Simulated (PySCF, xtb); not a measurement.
Al(F)(Br)(OH) (AlBrFHO), SMILES [F][Al]([OH])[Br]. The values are those of a single conformer.

Harmonic wavenumbers (cm⁻¹) from GFN2-xTB (xtb) at its own minimum, in rising order: 132, 170, 239, 272, 419, 430, 774, 954, 3796.

Q: What does r2SCAN-D4/def2-SVP run with PySCF give at its own minimum? (The exact figures need the calculation; the answer reports its results.)

A: 169, 206, 248, 347, 407, 537, 831, 963, 3940. Paired by order, the mean absolute difference is 54 cm⁻¹ and the zero-point energies are 10.3 and 10.9 kcal/mol.
